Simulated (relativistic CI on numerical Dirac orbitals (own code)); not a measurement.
Computed by Dirac-Coulomb-Breit CI, KLI orbitals optimised for each configuration, model QED (radiative potential, 1s self-energy scaled to tabulated hydrogen-like ionisation energies), unscaled Slater integrals (own radial code, finite nucleus).

The strongest absorption lines from the ground level of an ion, among the configurations computed and to levels below about 269 eV (vacuum wavelength in nm, gf): 8.6410 (0.083), 8.8945 (1.3), 8.9569 (1.5), 9.0357 (1.4), 9.2650 (0.91), 9.5297 (0.19), 11.331 (0.047), 15.815 (0.084).

(1) Which ion is it?
A. Sr²³⁺
B. Se¹⁷⁺
C. Sr²¹⁺
D. Mo²⁵⁺

Results:

(1) C. Sr²¹⁺ has 17 electrons and the ground level 3s2 3p5 2P°_3/2; the strongest line goes to 3s2 3p4 3d 2P_3/2. The pattern of lines fixes the number of electrons, and along that sequence the line energies rise steadily with the charge (about as its square where n changes within one kind of shell, about linearly where n is kept but much faster in heavy ions where fine structure, which grows about as Z⁴, sets the gap, and irregularly where shells cross), which fixes Z. Configurations outside the model, such as inner-shell arrays, can give stronger lines. At this charge energies of transitions that change n are usually good to better than 1 %, and those within a shell (Δn = 0) to a few per cent.

LS names give the leading component of a level, which can be under half, so a name can repeat, a term be missing and a line seem to break the LS rules.
